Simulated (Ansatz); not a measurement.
Reaction (formal exchange of groups at a Ge–O bond): `[NH2][GeH2][OH]` + `N=CO` → `N=[C](O)[GeH2][NH2]` + H₂O

Program: Ansatz. Geometries: PBE0-D4/def2-TZVP. ΔE: electronic, gas phase. CCSD(T)/CBS adds triple-zeta CCSD(T) − MP2 to the extrapolated MP2 energy (def2 sets, frozen cores). This one scheme is used for every species. DFT in def2-TZVPP. B3LYP here is the variant with VWN-RPA as its local correlation; programs differ in this. For Ge outer-core shells are correlated without core-valence functions, which leaves a few kJ/mol of doubt a bond. Scalar relativity is left out up to krypton. Each species was taken in one conformer, which may not be the lowest.

```tsv
level	ΔE (kJ/mol)	difference from CCSD(T)/CBS
PBE-D4	40.8	-3.5
PBE0-D4	44.1	-0.2
B3LYP-D4	47.9	3.6
ωB97M-V	48.1	3.8
B2PLYP	53.1	8.8
r2SCAN	51.0	6.7
PBE0	48.1	3.8
B3LYP	54.8	10.5
MP2/def2-TZVPP	46.2	1.9
CCSD/def2-TZVPP	49.6	5.3
CCSD(T)/def2-TZVPP	46.2	1.9
HF/def2-QZVPP	72.0	27.7
MP2/def2-QZVPP	45.5	1.2
SCS-MP2/def2-QZVPP	51.1	6.8
HF/CBS(def2)	72.2	27.9
MP2/CBS(def2)	44.3	0.0
CCSD(T)/CBS	44.3	0
```

Largest T1 diagnostic among the species: 0.014.

The D4 term adds −6.9 kJ/mol with B3LYP and −4.0 kJ/mol with PBE0; it sums over pairs of atoms, weighted by their polarisabilities, and B3LYP, whose exchange is more repulsive, gets the larger term. In def2-TZVPP, CCSD(T) changes the Hartree–Fock value by −24.6 kJ/mol (the triples alone add −3.4 kJ/mol) and MP2 by −24.7 kJ/mol.
